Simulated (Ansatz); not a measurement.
## Worked example: H2O + AuSH → H2S + AuOH

Gas-phase species: H2O (water) `O`, singlet; AuSH `[SH][Au]`, singlet; H2S (hydrogen sulfide) `S`, singlet; AuOH `[OH][Au]`, singlet. The partners trade OH for SH: H–OH and Au–SH bonds give way to H–SH and Au–OH.

Shapes, held fixed at every level: PBE0-D4/def2-TZVP. Programs: Ansatz 0.2.0. The zero-point and thermal change to 298 K, harmonic and unscaled (PBE0-D4/def2-TZVP), is -7.6 kJ/mol.

At CCSD(T)/def2-TZVPP; 1 Eh = 2625.50 kJ/mol:

```
species  energy (Eh)
    H2O   -76.337011
   AuSH  -533.729532
    H2S  -398.931115
   AuOH  -211.078616
```

Problem. Work out ΔH(298 K) of the reaction at this level.

Solution. 
1. Products less reactants: (-398.931115) + (-211.078616) − [(-76.337011) + (-533.729532)] = 0.056812 Eh = +149.2 kJ/mol.
2. With the thermal change: +149.2 + (-7.6) = +141.6 kJ/mol.

Other levels give +134.1 (wB97X-V/def2-TZVPP) to +147.7 kJ/mol (HF/def2-TZVPP). No measured value is set beside it here. For atoms past krypton def2 sets carry core potentials with scalar relativity. Outer-core shells of Au are correlated, in sets that cover them unevenly.
